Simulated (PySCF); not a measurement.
C₄H₆O₂, SMILES CC1OC=CO1.

Geometry optimised at PBE0-D3(BJ)/def2-SVP. One conformer was computed; it need not be the lowest.

All values below come from CAM-B3LYP/def2-TZVP run with PySCF.

Gas-phase values at a fixed geometry.

- total energy: -306.42585 hartree
- point group: Cs
- highest occupied level: -7.06 eV
- lowest empty level: 2.02 eV
- orbital gap: 9.08 eV
- dipole moment: 0.62 D
- quadrupole, principal values (traceless, Buckingham form, about the centre of nuclear charge): -4.50, -3.01, 7.50 D·Å
- mean static polarisability: 51.2 bohr³ (7.58 Å³)
- polarisability, principal values: 42.1, 53.4, 58.0 bohr³
